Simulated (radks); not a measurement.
Q: All-electron atom: Au4+ in [Xe] 4f14 5d7. Method: scalar-relativistic Kohn-Sham, r2SCAN, spin-unpolarised, spherical densities, finite nucleus; meta-GGA in the generalised Kohn-Sham scheme; Fermi nuclear charge, rms radius 5.4371 fm; computed with a radial shooting solver on a logarithmic mesh with Libxc functionals. Some entries of the table are withheld. Estimate them.

orbital,occ.,eigenvalue (Ry),<r> (bohr)
1s,2,-5945.809,0.01687
2s,2,-1054.414,0.07112
2p,6,-912.0469,0.06425
3s,2,(1),0.1837
3p,6,-211.1879,0.1850
3d,10,-166.7499,0.1677
4s,2,-58.37195,(2)
4p,6,-44.71083,0.4332
4d,10,(3),(4)
5s,2,-11.96939,0.9243
4f,14,-9.92771,0.4977
5p,6,(5),1.055
5d,7,-4.05667,1.375

A: 
(1) 3s eigenvalue (Ry): -252.6680
(2) 4s <r> (bohr): 0.4070
(3) 4d eigenvalue (Ry): -28.21189
(4) 4d <r> (bohr): 0.4582
(5) 5p eigenvalue (Ry): -8.30312
